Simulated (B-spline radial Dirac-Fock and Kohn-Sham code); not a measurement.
**Pt²⁺ 4s: cross section and angular parameters**

System: Pt²⁺, configuration [Xe] 4f14 5d8; threshold 734.9 eV (orbital energy of the model). These are calculated numbers from a radial B-spline solver; the model is Dirac-Hartree-Slater photoionisation with a Latter tail; cross sections with all multipoles, angular parameters from the dipole term and its interference with E2.

```
hν (eV)  σ (kb)      β       γ
   1060    38.8  1.807   0.703
 1253.6    32.2  1.837   0.683
 1486.9    26.0  1.859   0.641
   1540    24.8  1.862   0.629
   2560       ?      ?       ?
   2620    11.6  1.902   0.394
   3690    6.61  1.916   0.197
   5730    3.09  1.929  -0.040
   6000    2.84  1.930  -0.061
   6930    2.18  1.933  -0.115
 8047.8    1.65  1.936  -0.154
   8740    1.41  1.937  -0.167
  13600   0.596  1.942  -0.087
```

**Question.** Give the values at 2560 eV.

**Answer.** σ = 12.0 kb, β = 1.901, γ = 0.407. For an s subshell δ is negligible.
